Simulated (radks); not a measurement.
The numbers below are computed, except where a source is named.
Neutral mercury, configuration [Hg]. Code: a radial shooting solver on a logarithmic mesh with Libxc functionals. Model: non-relativistic Kohn-Sham, BP86, spin-polarised, spherical densities, point nucleus; relativity is left out, which matters for an element this heavy.

Local quantities along the radius. ELF = 1/(1 + alpha^2) is the electron localisation function; alpha = (tau - tau_W)/tau_unif compares the Pauli kinetic energy density with that of the uniform gas (summed over spins).

r (bohr),ELF,alpha
0.0009955,0.999,0.02405
0.001349,0.999,0.02595
0.001843,0.999,0.02886
0.002498,0.999,0.03325
0.003413,0.998,0.04054
0.004625,0.997,0.05274
0.006319,0.994,0.07613
0.008564,0.985,0.1233
0.0117,0.947,0.2361
0.01586,0.793,0.5113
0.02166,0.455,1.095
0.02936,0.335,1.409
0.04011,0.546,0.9114
0.05436,0.715,0.6315
0.07426,0.568,0.8720
0.1006,0.374,1.294
0.1375,0.608,0.8032
0.1863,0.648,0.7372
0.2546,0.297,1.537
0.345,0.595,0.8250
0.4713,0.701,0.6525
0.6388,0.337,1.401
0.8727,0.458,1.088
1.183,0.704,0.6487
1.616,0.496,1.008
2.19,0.283,1.591
2.992,0.314,1.478
4.054,0.506,0.9890
5.539,0.667,0.7071
7.507,0.672,0.6987
10.26,0.518,0.9649

On this mesh the ELF has minima near r = 0.029, 0.10, 0.25, 0.75, 2.6 bohr, which separate the shells, and maxima near 0.054 (0.71), 0.16 (0.69), 0.40 (0.72), 1.2 (0.70), 6.4 (0.69).

Self-consistent cycle (total energy in hartree, residual of the potential): 1: -18411.09850, 5e+00; 2: -18413.94505, 3e+00; 3: -18414.73088, 1e+00; 4: -18414.74481, 3e-01; 5: -18414.75131, 1e-01; 6: -18414.75432, 3e-02; 7: -18414.75463, 3e-04; 8: -18414.75463, 1e-03; 9: -18414.75463, 8e-06; 10: -18414.75463, 7e-06; 11: -18414.75463, 7e-06; 12: -18414.75463, 8e-08; 13: -18414.75463, 6e-08; 14: -18414.75463, 3e-08; 15: -18414.75463, 2e-10.
